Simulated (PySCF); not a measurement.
## Worked example: oscillator strength and radiative lifetime

ClFGeH2O2, SMILES [OH][Ge]([OH])([F])[Cl].

Geometry: B3LYP-D3(BJ)/def2-SVP. The structure was generated by enumeration, and PubChem lists no compound with its InChIKey, so it may never have been made. One conformer was computed; it need not be the lowest.

TDDFT-PBE0/def2-SVPD run with PySCF puts the first singlet state with f over 0.02 at 7.59 eV (vertical), with the transition dipole (0.247, 0.330, -0.560) in atomic units.

Question: Find the oscillator strength, the wavelength and the radiative lifetime that this transition would have in vacuum if emission retraced absorption.

Answer: 
|μ|² = 0.4835 au, so |μ| = 1.77 D. ΔE = 7.59/27.211 = 0.2789 hartree. f = (2/3) ΔE |μ|² = 0.090 (the program prints 0.090).
λ = 1239.84/7.59 = 163 nm; ν = 61217 cm⁻¹.
Einstein's coefficient A = 0.6670 ν² f s⁻¹ (ν in cm⁻¹) = 2.2e8 s⁻¹, so τ = 1/A = 4.4 ns. This state is S4; the lower singlets have f = 0.014, 0.016, 0.012. The figure is the radiative limit of this one transition; relaxation, internal conversion, crossing to triplets and a medium change what is measured.
